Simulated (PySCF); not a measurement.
## Polarisability and C₆ of Ge³⁺ (germanium, charge +3)

[Ar] 3d10 4s1, 2S determinant. All numbers are calculated (PySCF 2.14, a scalar-relativistic core potential, in aug-cc-pwCVDZ-PP with ECP10MDF (6s5p4d1f, 48 functions)). Coupled (time-dependent) response in atomic units; α is the mean over directions. A double-zeta set is small for polarisabilities.

```tsv
method	mean α (bohr³)	C₆ (like pair)	S(−4)
UHF	7.260	17.05	50.89
PBE	5.794	12.94	30.39
PBE0	6.113	13.79	34.42
BHandHLYP	6.109	13.74	34.53
r2SCAN0	6.298	14.65	35.08
```

S(−4) is the Cauchy moment in α(ω) = α(0) + S(−4) ω² + …

α(iu) at BHandHLYP:

```csv
u (hartree),α(iu) (bohr³)
0,6.109
0.0500,6.024
0.100,5.784
0.200,5.006
0.300,4.126
0.500,2.750
0.750,1.803
1.00,1.315
1.50,0.8572
2.00,0.6482
3.00,0.4486
5.00,0.2745
```

A single London oscillator, α(iu) = α/(1 + u²/ω²), gives C₆ = (3/4) ω α². Matching the computed C₆ needs ω = 4 × 13.74 / (3 × 6.109²) = 0.491 hartree.

For an ion, C₆ is the dispersion term alone; charge-induced terms of lower order in 1/R come first.

Energies and moments cover only the electrons outside the core potential.
